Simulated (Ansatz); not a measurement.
Input for Ansatz (a first-principles code): R-CCSD(T)/def2-SVPD on HI (SMILES I) with ghost functions. Elements past Kr take the def2 small-core potentials; no spin–orbit coupling. The run froze 9 orbitals, filled d shells among them.

Ansatz 0.2 input:
```yaml
crystal:
  periodic: [false, false, false]
  atoms:
    - {symbol: I, position_ang: [-0.39162223, -1.06992824, 4.34973825]}
    - {symbol: H, position_ang: [-0.23285438, -0.45015162, 2.85377464]}
basis:
  gaussian:
    orbitals: def2-SVPD
    ghost_atoms:
      - {symbol: As, position_ang: [0.03279160, 0.58395075, 0.37225558]}
      - {symbol: H, position_ang: [-0.77308239, 1.77910094, -0.11562530]}
      - {symbol: H, position_ang: [-0.22603419, -0.21641850, -0.89589280]}
      - {symbol: H, position_ang: [1.34539978, 1.14821675, -0.15168653]}
magnetization: {spin_polarized: false}
correlation: {method: ccsd_t, electrons: outside_noble_gas}
scf: {lower_state_search: off}
```

Problem. Predict the final total energy.

Solution. -297.3667 hartree (reference determinant -297.2331, T1 diagnostic 0.009).
